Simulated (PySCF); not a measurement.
Several compounds and their computed core spectra got separated.

Computed, not measured: delta-SCF UKS SCAN, pcX-2 on the ionised atom, pcseg-1 elsewhere, spin-free X2C in PySCF 2.14.0. Geometries: PBE0-D3(BJ)/def2-SVP; isolated species, one conformer each.

Line lists (1s up to Mg, 2p3/2 beyond, nothing for Br or Ge; areas count atoms within a level, one atom standing for each set equivalent by bonding):
1. C 1s: 291.61 eV; N 1s: 404.71 eV; Si 2p3/2: 106.96 eV; P 2p3/2: 136.55 eV
2. C 1s: 290.19 eV; Si 2p3/2: 105.48 (area 1), 106.12 (area 1), 106.28 (area 3) eV
3. B 1s: 195.52 eV; C 1s: 290.14 eV; P 2p3/2: 135.81 eV

Structures:
A. `CB(C)[PH][GeH2][Br]`
B. `[Si]([SiH3])([SiH3])([SiH3])[SiH2]C`
C. `[H]/N=C\[SiH2]P`

Task: Which list belongs to which compound?

Result: 
- 1 = C: no other candidate has this set of levels. C 1s: 291.61 C=N carbon; N 1s: 404.71 C=N nitrogen; Si 2p3/2: 106.96 SiH2 silicon; P 2p3/2: 136.55 three-coordinate phosphorus.
- 2 = B: no other candidate has this set of levels. C 1s: 290.19 Si-methyl carbon; Si 2p3/2: 105.48 four-coordinate silicon, 106.12 SiH2 silicon, 106.28 SiH3 silicon (×3).
- 3 = A: no other candidate has this set of levels. B 1s: 195.52 three-coordinate boron; C 1s: 290.14 sp3 carbon bound to boron (×2); P 2p3/2: 135.81 three-coordinate phosphorus.

Spin–orbit coupling isn't in the SCF: each 2p doublet comes from a relaxed spin-free hole plus a matrix of the shell (mean-field spin–orbit coupling and the ground-state 2p splitting), with 2p3/2 averaged over its two sublevels. 2 of these hole states are spin-contaminated (⟨S²⟩ up to 0.88, against 0.75; counted from 0.85) and less certain.
